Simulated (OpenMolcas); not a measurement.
**OpenMolcas run: Bi2+**

Input:

```
&GATEWAY
Coord
1

Bi 0.0 0.0 0.0
Basis=ANO-RCC-VDZ
Group=XYZ
NoMove
AngMom=0.0 0.0 0.0
AMFI
&SEWARD
* reference wave functions (RASSCF and RASSI steps not shown): 3 electrons in 8 orbitals (6s 6p 7s 7p)
>>> COPY JOB002 $Project.JobIph
&CASPT2
XMultistate=6 1 2 3 4 5 6
Frozen=15 19
IPEA=0.15
Sig1=0.15
MaxIter=60
WThr=0.0 0.3 0.05
PrWF=0.5
NoMix
>>> COPY JOB003 $Project.JobIph
&CASPT2
XMultistate=3 1 2 3
Frozen=15 19
IPEA=0.15
Sig1=0.15
MaxIter=60
WThr=0.0 0.3 0.05
PrWF=0.5
NoMix
>>> COPY JOB004 $Project.JobIph
&CASPT2
XMultistate=9 1 2 3 4 5 6 7 8 9
Frozen=15 19
IPEA=0.15
Sig1=0.15
MaxIter=60
WThr=0.0 0.3 0.05
PrWF=0.5
NoMix
```

Launched by
```bash
OMP_NUM_THREADS=1 MOLCAS_MEM=2252 MOLCAS_PROJECT=a pymolcas a.inp > a.log  # once for each step of the input, in one work folder
```

Output, cut to the results:

```
--- CASPT2 ---
Orbital specifications:
      -----------------------

      Symmetry species                           1   2
                                                ag  au
      Frozen orbitals                           15  19
      Inactive orbitals                          5   0
      Active orbitals                            2   6
      Secondary orbitals                         0   0
      Deleted orbitals                           0   0
      Number of basis functions                 22  25
Type of calculation                        XMS-CASPT2
      Fock operator                              state-average
      IPEA shift                                 0.15
      Real shift                                 0.00
      Imaginary shift                            0.00
      Sigma^1 regularizer                        0.15
      The input orbitals will be transformed to quasi-canonical
      The input states will be rotated to diagonalize the Fock operator
Reference energy:      -21509.0259077992
      E2 (Non-variational):      -0.0095163103
      Shift correction:          -0.0000000025
      E2 (Variational):          -0.0095163128
      Total energy:          -21509.0354241121
      Residual norm:              0.0000000000
      Reference weight:           0.99642
      Contributions to the CASPT2 correlation energy
      Active & Virtual Only:          0.0000000000
      One Inactive Excited:          -0.0063577725
      Two Inactive Excited:          -0.0031585378
Reference energy:      -21509.0259077983
      E2 (Non-variational):      -0.0095184917
      Shift correction:          -0.0000000026
      E2 (Variational):          -0.0095184943
      Total energy:          -21509.0354262926
      Residual norm:              0.0000000000
      Reference weight:           0.99641
      Contributions to the CASPT2 correlation energy
      Active & Virtual Only:          0.0000000000
      One Inactive Excited:          -0.0063599665
      Two Inactive Excited:          -0.0031585252
::    XMS-CASPT2 Root  1     Total energy: -21509.03525766
::    XMS-CASPT2 Root  2     Total energy: -21509.03525766
::    XMS-CASPT2 Root  3     Total energy: -21509.03525550
::    XMS-CASPT2 Root  4     Total energy: -21508.44375385
::    XMS-CASPT2 Root  5     Total energy: -21508.44375344
::    XMS-CASPT2 Root  6     Total energy: -21508.44375343
--- CASPT2 ---
Orbital specifications:
      -----------------------

      Symmetry species                           1   2
                                                ag  au
      Frozen orbitals                           15  19
      Inactive orbitals                          5   0
      Active orbitals                            2   6
      Secondary orbitals                         0   0
      Deleted orbitals                           0   0
      Number of basis functions                 22  25
Type of calculation                        XMS-CASPT2
      Fock operator                              state-average
      IPEA shift                                 0.15
      Real shift                                 0.00
      Imaginary shift                            0.00
      Sigma^1 regularizer                        0.15
      The input orbitals will be transformed to quasi-canonical
      The input states will be rotated to diagonalize the Fock operator
Reference energy:      -21508.7123411826
      E2 (Non-variational):      -0.0058070757
      Shift correction:          -0.0000014559
      E2 (Variational):          -0.0058085317
      Total energy:          -21508.7181497143
      Residual norm:              0.0000000000
      Reference weight:           0.99732
      Contributions to the CASPT2 correlation energy
      Active & Virtual Only:          0.0000000000
      One Inactive Excited:          -0.0031127030
      Two Inactive Excited:          -0.0026943727
Reference energy:      -21508.7123411826
      E2 (Non-variational):      -0.0058070601
      Shift correction:          -0.0000014557
      E2 (Variational):          -0.0058085157
      Total energy:          -21508.7181496983
      Residual norm:              0.0000000000
      Reference weight:           0.99732
      Contributions to the CASPT2 correlation energy
      Active & Virtual Only:          0.0000000000
      One Inactive Excited:          -0.0031126874
      Two Inactive Excited:          -0.0026943727
::    XMS-CASPT2 Root  1     Total energy: -21508.71814971
::    XMS-CASPT2 Root  2     Total energy: -21508.71814970
::    XMS-CASPT2 Root  3     Total energy: -21508.71813289
--- CASPT2 ---
Orbital specifications:
      -----------------------

      Symmetry species                           1   2
                                                ag  au
      Frozen orbitals                           15  19
      Inactive orbitals                          5   0
      Active orbitals                            2   6
      Secondary orbitals                         0   0
      Deleted orbitals                           0   0
      Number of basis functions                 22  25
Type of calculation                        XMS-CASPT2
      Fock operator                              state-average
      IPEA shift                                 0.15
      Real shift                                 0.00
      Imaginary shift                            0.00
      Sigma^1 regularizer                        0.15
      The input orbitals will be transformed to quasi-canonical
      The input states will be rotated to diagonalize the Fock operator
Reference energy:      -21508.5939600056
      E2 (Non-variational):      -0.0089870557
      Shift correction:          -0.0000027865
      E2 (Variational):          -0.0089898422
      Total energy:          -21508.6029498478
      Residual norm:              0.0000000000
      Reference weight:           0.99512
      Contributions to the CASPT2 correlation energy
      Active & Virtual Only:          0.0000000000
...
```

In XMS-CASPT2 the single-state energies belong to rotated reference states; over a whole degenerate manifold the rotation is arbitrary, and only the multistate roots count.

Levels above the lowest, from the spin-orbit matrix with the multistate effective Hamiltonian, averaged by term, added to it:

```json
{"Configuration": "6s² 6p", "Term": "²P°", "J": "1/2", "E (cm⁻¹)": "0.0", "Measured (cm⁻¹)": "0.0", "g": "0.666", "Term weight %": "99", "Second": ""}
{"Configuration": "6s² 6p", "Term": "²P°", "J": "3/2", "E (cm⁻¹)": "20830", "Measured (cm⁻¹)": "20788", "g": "1.334", "Term weight %": "100", "Second": ""}
{"Configuration": "6s 6p²", "Term": "⁴P", "J": "1/2", "E (cm⁻¹)": "67940", "Measured (cm⁻¹)": "70254", "g": "2.602", "Term weight %": "92", "Second": "8 ²S"}
{"Configuration": "6s 6p²", "Term": "⁴P", "J": "3/2", "E (cm⁻¹)": "78940", "Measured (cm⁻¹)": "83038", "g": "1.722", "Term weight %": "98", "Second": ""}
{"Configuration": "6s 6p²", "Term": "⁴P", "J": "5/2", "E (cm⁻¹)": "87650", "Measured (cm⁻¹)": "89236", "g": "1.543", "Term weight %": "85", "Second": "15 ²D"}
{"Configuration": "6s 6p²", "Term": "²D", "J": "3/2", "E (cm⁻¹)": "106210", "Measured (cm⁻¹)": "108586", "g": "0.851", "Term weight %": "91", "Second": "8 ²P"}
```

Against the 5 measured excited levels shown (Moore, Atomic Energy Levels, vol. III, NSRDS-NBS 35 (1971 reprint of NBS Circular 467, 1958)) the mean absolute deviation is 2100 cm-1; the largest miss in energy is 6s 6p² ⁴P_3/2: computed 78940, measured 83038 cm⁻¹ (-4.9 %).

CASPT2 does not keep the components of a term degenerate, so their means are used; among the terms shown or strongly mixed into the levels shown the widest spread is 12 cm-1 (6s 6p² ²D). Some high roots are left out of the spin-orbit mixing, which shifts the levels that they would mix with. The run also gave levels led by 6s² 7p, which use shells meant for correlation; these and all levels above them are left out. Terms of s pⁿ other than that of highest spin mix with s² pⁿ⁻² d, which this space lacks; all of them can be thousands of cm-1 off, and some have no real level of that name. Spin-orbit splittings of 6p shells tend to come out small when the coupling is added on scalar orbitals. Measured partners are found by configuration, term and J. A level has none where our copy of the source lacks it or the pairing is in doubt (some pairs that miss far off the trend of their configuration count as doubtful), and it then counts in no deviation. Levels of configurations outside the active space are missing. The first state left out of the spin-orbit step lies near 130000 cm-1 above the lowest spin-free state of the reference (among the parities and spins computed), and the list stops at four fifths of that energy or lower.

The CASPT2 steps took 1.9 s on 1 thread of Arm Neoverse V1 (shared host); the integral step is not counted.

The term weight is that of the spin-free term in the level, not the purity of its configuration. ° marks odd parity.
